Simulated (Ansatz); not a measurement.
This geometry of ClFH₃InO₂ (8 atoms, charge 0, multiplicity 1) is a first-order saddle point.

Computed with Ansatz 0.2.0, RKS B3LYP-D4/def2-SVP.

```xyz
8
Properties=species:S:1:pos:R:3
In 0.098 0.415 -0.266
O 0.061 -0.025 2.027
H -0.749 -0.265 2.501
Cl 2.152 -0.318 -1.114
O -1.680 -0.085 -1.030
H -2.217 -0.599 -0.411
F 0.211 2.151 0.741
H 0.147 0.957 2.102
```

**Question.** Which two structures does it join? (They come from a converged band through this point; their orientation in space is the band's.)

**Answer.** No bond is made or broken.

Image 0:

```xyz
8
Properties=species:S:1:pos:R:3
In 0.114 0.278 -0.218
O 0.202 0.049 2.089
H -0.581 -0.353 2.495
Cl 2.203 -0.358 -1.050
O -1.633 -0.603 -0.649
H -2.311 0.071 -0.810
F -0.050 2.123 0.553
H 0.078 1.024 2.140
```

Image 6:

```xyz
8
Properties=species:S:1:pos:R:3
In 0.047 0.458 -0.156
O 0.129 0.024 2.116
H -0.738 -0.250 2.456
Cl 1.932 -0.358 -1.288
O -1.843 -0.140 -0.413
H -1.938 -0.723 -1.180
F 0.248 2.225 0.756
H 0.185 0.995 2.259
```

**Question.** How far does it lie above each of them?

**Answer.** 11.0 kJ/mol above the first and 14.8 kJ/mol above the second. This is the barrier of this one path; another mechanism may lie lower.

The run took 3.4 min on 2 threads of Arm Neoverse V1 (shared host), peak memory 0.24 GiB.
